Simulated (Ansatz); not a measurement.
One change: `CC(O)(F)CF` becomes `OC(F)([SiH3])CF`.

Ansatz, PBE0-D4/def2-TZVP geometries, multiplicity 1. Each molecule was computed in one conformer, which needn't be the lowest.

```json
{"property": "HOMO energy (PBE0/def2-TZVPP) / eV", "`CC(O)(F)CF`": "-8.98"}
{"property": "HOMO energy (ωB97M-V/def2-TZVPP) / eV", "`CC(O)(F)CF`": "-11.43"}
{"property": "LUMO energy (PBE/def2-TZVPP) / eV", "`CC(O)(F)CF`": "0.22"}
{"property": "HOMO–LUMO gap (PBE/def2-TZVPP) / eV", "`CC(O)(F)CF`": "7.48"}
{"property": "LUMO energy (B3LYP/def2-TZVPP) / eV", "`CC(O)(F)CF`": "0.76"}
{"property": "HOMO–LUMO gap (B3LYP/def2-TZVPP) / eV", "`CC(O)(F)CF`": "9.52"}
```

(1) What does the change do to each property? (An estimate is asked.)

Answers

(1) Computed: 
| property | `OC(F)([SiH3])CF` | shift |
| --- | --- | --- |
| HOMO energy (PBE0/def2-TZVPP) / eV | -8.70 | 0.28 |
| HOMO energy (ωB97M-V/def2-TZVPP) / eV | -11.02 | 0.41 |
| LUMO energy (PBE/def2-TZVPP) / eV | -0.58 | -0.80 |
| HOMO–LUMO gap (PBE/def2-TZVPP) / eV | 6.59 | -0.89 |
| LUMO energy (B3LYP/def2-TZVPP) / eV | 0.11 | -0.65 |
| HOMO–LUMO gap (B3LYP/def2-TZVPP) / eV | 8.61 | -0.91 |

With PBE0 the HOMO rises by 0.28 eV and the LUMO falls by 0.78 eV, so the gap narrows by about 1.06 eV. PBE moves the HOMO by 0.09 eV and ωB97M-V by 0.41 eV.

B3LYP here is the variant with VWN-RPA as its local correlation; programs differ in this.
